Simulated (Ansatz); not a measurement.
Name a neutral molecule of C, F, Ge, S and H with HOMO–LUMO gap (B3LYP/def2-TZVPP) between 6.55 and 6.85 eV and LUMO energy (PBE0/def2-TZVPP) between -0.85 and -0.55 eV (Ansatz, PBE0-D4/def2-TZVP geometry).

`C[S][GeH]([F])[F]` (6.57 eV, -0.56 eV). Other molecules can fit too; these were computed, each in one conformer that needn't be the lowest.

B3LYP here is the variant with VWN-RPA as its local correlation; programs differ in this.
